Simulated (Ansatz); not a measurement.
Compare A (`C=CCCC(=O)OCC`) with its isomer B (`CC(=O)CC(=O)C(C)C`).

Calculated with Ansatz (gas phase, PBE0-D4/def2-TZVP geometries, no zero-point term in ΔE). CCSD(T)/CBS is the MP2 limit (def2-TZVPP, def2-QZVPP) plus CCSD(T) − MP2 in def2-TZVPP, frozen cores. DFT in def2-TZVPP. B3LYP here is the variant with VWN-RPA as its local correlation; programs differ in this. Each species was taken in one conformer, which may not be the lowest.

Task: Which isomer does CCSD(T)/CBS put lower? Give the gap. (Best estimate.)

Result: The calculation gave: B, by 6.7 kcal/mol.

Task: Give E(B) − E(A) in kcal/mol with CCSD(T)/def2-TZVPP, r2SCAN-D4, CCSD/def2-TZVPP, HF/def2-TZVPP, ωB97M-V, B2PLYP, B3LYP. (Estimate.)

Result: The calculation gave: CCSD(T)/def2-TZVPP -7.0, r2SCAN-D4 -7.8, CCSD/def2-TZVPP -6.6, HF/def2-TZVPP -4.2, ωB97M-V -7.1, B2PLYP -6.4, B3LYP -5.3. None reverses the order clearly.

Largest T1 diagnostic: 0.014.

In def2-TZVPP, CCSD(T) changes the Hartree–Fock value by −2.8 kcal/mol (the triples alone add −0.4 kcal/mol) and MP2 by −4.1 kcal/mol. The D4 term adds −1.5 kcal/mol with B3LYP and −0.9 kcal/mol with PBE0; it sums over pairs of atoms, weighted by their polarisabilities, and B3LYP, whose exchange is more repulsive, gets the larger term.
